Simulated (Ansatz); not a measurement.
Reactions of C2H6AlNOSi, SMILES `OC1=NC[SiH]1[AlH2]`.

Isolated molecules relaxed with PBE0-D4/def2-TZVP in Ansatz; ΔE leaves out vibrations. CCSD(T)/CBS adds triple-zeta CCSD(T) − MP2 to the extrapolated MP2 energy (def2 sets, frozen cores). This one scheme is used for every species. Functionals use def2-TZVPP. B3LYP here is the variant with VWN-RPA as its local correlation; programs differ in this. Each species was taken in one conformer, which may not be the lowest.

```tsv
reaction	B3LYP-D4 (kcal/mol)	ωB97M-V (kcal/mol)	B2PLYP (kcal/mol)	ωB97X-V (kcal/mol)
`OC1=NC[SiH]1[AlH2]` + `BN` → `B[NH][AlH2]` + `OC1=NC[SiH2]1`	-17.7	-19.5	-19.1	-18.0
`OC1=NC[SiH]1[AlH2]` + `N=C[SiH3]` → `[AlH2]/[N]=C\[SiH3]` + `OC1=NC[SiH2]1`	-20.4	-20.2	-20.6	-18.4
`OC1=NC[SiH]1[AlH2]` + `NC[SiH2]N` → `NC[SiH2][NH][AlH2]` + `OC1=NC[SiH2]1`	-23.8	-25.2	-24.9	-23.6
`OC1=NC[SiH]1[AlH2]` + `C=N` → `C=[N][AlH2]` + `OC1=NC[SiH2]1`	-19.5	-19.9	-20.1	-18.2
```

Q: Give the CCSD(T)/CBS values in the same order. (Estimate.)

A: Computed: -18.3, -18.2, -24.1, -17.6 kcal/mol.

Largest T1 diagnostic: 0.015, for `[AlH2]/[N]=C\[SiH3]`.
